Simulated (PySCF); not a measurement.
H4P2, triplet, geometry from GFN2-xTB (a higher spin typed on purpose: for a closed-shell molecule this is an excited state). Base run: PySCF with MN15/6-311G**.

PySCF was given this input:
```python
from pyscf import gto, scf, dft

mol = gto.M(
    atom='''
P    -1.225133   -0.188584    0.402474
P     1.159231    0.206739   -0.320301
H    -1.604135    1.033873   -0.145799
H    -1.458348   -0.847191   -0.805348
H     1.546954   -0.879974    0.451617
H     2.504060    0.420960   -0.733077
''',
    basis='6-311g**',
    charge=0,
    spin=2,
    verbose=3,
)

mf = dft.UKS(mol)
mf.xc = 'mn15'
mf.kernel()
mf.analyze()
```

Variants of this job, named by their change:

| change | ΔE vs base (µEh) | grid points | electrons on the grid |
|---|---|---|---|
| base | 0.0 | 77592 | 34.00000 |
| grids.radi_method = delley | 72.3 | 83280 | 34.00000 |
| grids.level = 1 | -68.1 | 22712 | 34.00001 |
| grids.atom_grid = (75, 302) | 13.0 | 87088 | 33.99999 |
| grids.atom_grid = (150, 974) | 3.9 | 483000 | 34.00000 |
| grids.prune = off | -0.3 | 129840 | 34.00000 |
| grids.level = 7 | 3.8 | 375008 | 34.00000 |
| grids.prune = dft.gen_grid.treutler_prune | 1.3 | 69744 | 34.00000 |
| grids.atom_grid = (99, 590) | 3.4 | 193048 | 34.00000 |
| grids.prune = dft.gen_grid.sg1_prune | 5.6 | 30096 | 34.00008 |
| grids.atom_grid = (50, 194) | -61.1 | 39528 | 33.99998 |

Open shells are given as the SCF converged; they aren't shown to be the lowest states, and a large step between rows can be another state.
